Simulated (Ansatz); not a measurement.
```yaml
crystal:
  periodic: [false, false, false]
  atoms:
    - {symbol: B, position_ang: [-0.673453, -1.891573, 1.022790]}
    - {symbol: N, position_ang: [0.051721, -0.837109, 0.438013]}
    - {symbol: C, position_ang: [1.022465, -1.119608, -0.535743]}
    - {symbol: C, position_ang: [1.799847, -0.241332, -1.161411]}
    - {symbol: Si, position_ang: [-0.292565, 0.843278, 0.885010]}
    - {symbol: C, position_ang: [-1.166989, 1.740692, -0.493103]}
    - {symbol: H, position_ang: [-1.503457, -1.646911, 1.846786]}
    - {symbol: H, position_ang: [-0.444067, -3.015234, 0.676466]}
    - {symbol: H, position_ang: [1.105968, -2.178539, -0.762618]}
    - {symbol: H, position_ang: [2.515321, -0.588810, -1.894023]}
    - {symbol: H, position_ang: [1.769628, 0.824257, -0.967599]}
    - {symbol: H, position_ang: [0.992015, 1.516371, 1.213557]}
    - {symbol: H, position_ang: [-1.137933, 0.783166, 2.098673]}
    - {symbol: H, position_ang: [-2.135617, 1.277348, -0.694250]}
    - {symbol: H, position_ang: [-1.340718, 2.782744, -0.211777]}
    - {symbol: H, position_ang: [-0.585264, 1.728759, -1.416468]}
basis:
  gaussian: {orbitals: def2-SVPD, fitting: {mean_field: def2-universal-jkfit}}
hamiltonian: {xc: {name: HF}}
output: {forces: true}
```

```sh
$ ansatz run in.yaml --threads 4 --pin off --events-out ev --progress --plain --max-ram 11315MiB
```

It prints (some lines left out):

```
Functional definition: HF
685 factors; integrals over basis functions are off by at most 3.1e-1 eV
mean field evaluation 1: about -13256.4224 eV, gradient 3.5e1 eV
mean field evaluation 2: about -13259.6281 eV, gradient 1.3e1 eV
mean field evaluation 4: about -13260.1231 eV, gradient 1.0e0 eV
mean field -13260.12685238 eV, -487.3006737882 hartree, gradient 2.2e-5 eV, S^2 0.000000; 0 other end points of the search recorded, 0 dependent functions left out
reference -13260.12685238 eV, -487.3006737882 hartree; 27, 27 occupied and 177, 177 virtual orbitals, 685 factors
Total energy: -13260.12685238 eV, -487.3006737882 hartree
Atom 0 at    -0.673453    -1.891573     1.022790 Å, force     0.044890    -0.091761    -0.034013 eV/Å
Atom 1 at     0.051721    -0.837109     0.438013 Å, force    -0.036822     0.039900     0.036625 eV/Å
Atom 2 at     1.022465    -1.119608    -0.535743 Å, force     0.171908    -0.076560    -0.164375 eV/Å
Atom 3 at     1.799847    -0.241332    -1.161411 Å, force     0.013974    -0.140631     0.001861 eV/Å
Atom 4 at    -0.292565     0.843278     0.885010 Å, force     0.136715     0.077412     0.429824 eV/Å
Atom 5 at    -1.166989     1.740692    -0.493103 Å, force    -0.129796     0.183662    -0.185577 eV/Å
Atom 6 at    -1.503457    -1.646911     1.846786 Å, force    -0.055574    -0.090818     0.036811 eV/Å
Atom 7 at    -0.444067    -3.015234     0.676466 Å, force    -0.062832    -0.080582     0.051198 eV/Å
Atom 8 at     1.105968    -2.178539    -0.762618 Å, force     0.081069     0.204054    -0.047792 eV/Å
Atom 9 at     2.515321    -0.588810    -1.894023 Å, force    -0.058127     0.018977     0.045526 eV/Å
Atom 10 at     1.769628     0.824257    -0.967599 Å, force     0.042506    -0.150193    -0.064052 eV/Å
Atom 11 at     0.992015     1.516371     1.213557 Å, force    -0.117885    -0.008405     0.007688 eV/Å
Atom 12 at    -1.137933     0.783166     2.098673 Å, force     0.043903     0.068936    -0.070167 eV/Å
Atom 13 at    -2.135617     1.277348    -0.694250 Å, force     0.004719     0.031346    -0.026274 eV/Å
Atom 14 at    -1.340718     2.782744    -0.211777 Å, force    -0.020541    -0.005249    -0.034542 eV/Å
Atom 15 at    -0.585264     1.728759    -1.416468 Å, force    -0.058107     0.019915     0.017261 eV/Å
Dipole moment:    -0.031424     0.161044    -0.134814 e Å
```

It took 0.9 s on 4 threads of an Arm Neoverse V2 on a shared host, with 0.65 GiB of host memory at the peak.
